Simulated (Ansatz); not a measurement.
Ideal-gas functions of C₂H₄IN (`C=C(N)I`) at 298.15 K and 1 bar, from an Ansatz frequency run at PBE0-D4/def2-TZVP.

Molar mass 168.96 g/mol, point group C1 (symmetry number 1), electronic degeneracy 1, moments of inertia 49.884, 211.652, 261.037 u Å². Harmonic wavenumbers (cm⁻¹, unscaled): 268, 300, 334, 476, 544, 580, 711, 808, 986, 1114, 1278, 1429, 1634, 1702, 3160, 3284, 3565, 3678.

Use S(trans) = R[1.5 ln M + 2.5 ln T − 1.1517]; rotational temperatures θ = 24.2544 K / I; S(rot) = R[ln(√π/σ · √(T³/θAθBθC)) + 1.5]; for each mode x = 1.438777 ν̃/T, S = R[x/(eˣ − 1) − ln(1 − e⁻ˣ)] and H = RT x/(eˣ − 1); 1 cm⁻¹ = 0.0119627 kJ/mol; R = 8.31446 J/(mol·K).

Problem. By hand: the entropy, in J/(mol·K).

Solution. Translation 172.8. Rotation: θ = 0.4862, 0.1146, 0.0929 K, giving 110.2. Vibration, mode by mode: 6.73, 5.93, 5.19, 3.02, 2.33, 2.03, 1.23, 0.84, 0.41, 0.25, 0.13, 0.07, 0.03, 0.02, 0.00, 0.00, 0.00, 0.00, in all 28.2. Electronic 0.0. Sum 311.2 J/(mol·K).

Problem. By hand: H − E and G − E in kJ/mol, counted from the electronic energy.

Solution. Zero-point energy ½ × 25851 × 0.0119627 = 154.6; thermal vibration 5.6; translation, rotation and pV give 4 RT = 9.9. H − E = 170.1 kJ/mol, and G − E = 170.1 − 298.15 × 311.2/1000 = 77.3 kJ/mol.

Vibration gives 9 % of the entropy. The sum counts one conformer and one mirror image; others add a mixing term.
